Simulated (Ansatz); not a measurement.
Stepwise reaction of `[SH][Al]([SH])[Cl]` with ammonia, as a gas-phase model of exchange steps in deposition or etching. ΔE in kJ/mol; ΔG adds harmonic PBE0-D4 terms to CCSD(T)/CBS, at 1 bar.

Computed with Ansatz on PBE0-D4/def2-TZVP structures; ΔE is electronic, products minus reactants. CCSD(T)/CBS adds triple-zeta CCSD(T) − MP2 to the extrapolated MP2 energy (def2 sets, frozen cores). This one scheme is used for every species. Functionals use def2-TZVPP. B3LYP here is the variant with VWN-RPA as its local correlation; programs differ in this. Each species was taken in one conformer, which may not be the lowest.

```json
{"step": "1", "reaction": "`[SH][Al]([SH])[Cl]` + NH₃ → `[NH2][Al]([SH])[Cl]` + H₂S", "PBE-D4": "29.0", "B3LYP-D4": "19.7", "ωB97M-V": "20.5", "CCSD(T)/CBS": "22.4", "ΔG(600 K)": "7.6"}
```

Task: Give the row of step 2, `[NH2][Al]([SH])[Cl]` + NH₃ → `[NH2][Al]([NH2])[Cl]` + H₂S. (Best estimate.)

Result: Computed: 
```tsv
step	reaction	PBE-D4	B3LYP-D4	ωB97M-V	CCSD(T)/CBS	ΔG(600 K)
2	`[NH2][Al]([SH])[Cl]` + NH₃ → `[NH2][Al]([NH2])[Cl]` + H₂S	29.9	21.3	22.3	24.0	15.5
```

Task: By hand: ΔE of the 2 steps together at CCSD(T)/CBS.

Result: (22.4) + (24.0) = 46.4 kJ/mol, or 23.2 kJ/mol a step.

In ΔE the steps differ by no more than 1.6 kJ/mol. All are uphill at CCSD(T)/CBS. ΔG lies between 7.6 and 15.5 kJ/mol a step. PBE-D4 differs from CCSD(T)/CBS by 5.9 to 6.6 kJ/mol a step. Isolated molecules leave out the surface, adducts and barriers. Largest T1 diagnostic: 0.010.
